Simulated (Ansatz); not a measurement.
Ansatz (a first-principles code) input (RPA@PBE/def2-TZVPP):

Ansatz 0.2 input:
```yaml
crystal:
  periodic: [false, false, false]
  atoms:
    - {symbol: Cr, position_ang: [0.05333011, 0.04215251, 0.07001368]}
    - {symbol: O, position_ang: [1.48191633, -0.36852666, -0.42804382]}
    - {symbol: O, position_ang: [-0.46939476, -0.77381798, 1.30229939]}
    - {symbol: F, position_ang: [-1.04223281, 0.90301075, -0.96381920]}
basis:
  gaussian:
    orbitals: def2-TZVPP
hamiltonian:
  xc: pbe
magnetization: {spin_polarized: true, initial_magnetization: 1}
correlation: {method: rpa, electrons: outside_noble_gas}
```

End of the output:

```
integrals: 0.21 GiB planned
1082 factors; integrals over basis functions are off by at most 1.1e-3 eV
mean field: 0.61 GiB planned
mean field evaluation 1: about -35211.8616 eV, gradient 7.0e1 eV
mean field evaluation 2: about -35211.8619 eV, gradient 7.0e1 eV
mean field evaluation 4: about -35210.8351 eV, gradient 7.2e1 eV
mean field evaluation 8: about -35225.5073 eV, gradient 8.7e-1 eV
mean field evaluation 16: about -35225.5109 eV, gradient 5.3e-3 eV
mean field evaluation 32: about -35225.5107 eV, gradient 5.4e-2 eV
mean field evaluation 64: about -35225.4982 eV, gradient 1.8e0 eV
mean field evaluation 96: about -35211.8898 eV, gradient 1.1e1 eV
mean field -35225.51094891 eV, -1294.5136506634 hartree, gradient 7.1e-6 eV, S^2 0.762330; 7 other end points of the search recorded, 0 dependent functions left out
12 core orbitals not correlated
reference -35164.83275536 eV, -1292.2837681798 hartree; 13, 12 occupied and 132, 133 virtual orbitals, 1082 factors
Total energy: -35208.65496729 eV, -1293.8942047646 hartree
```

The spin state was set by rule; other spins were not relaxed.
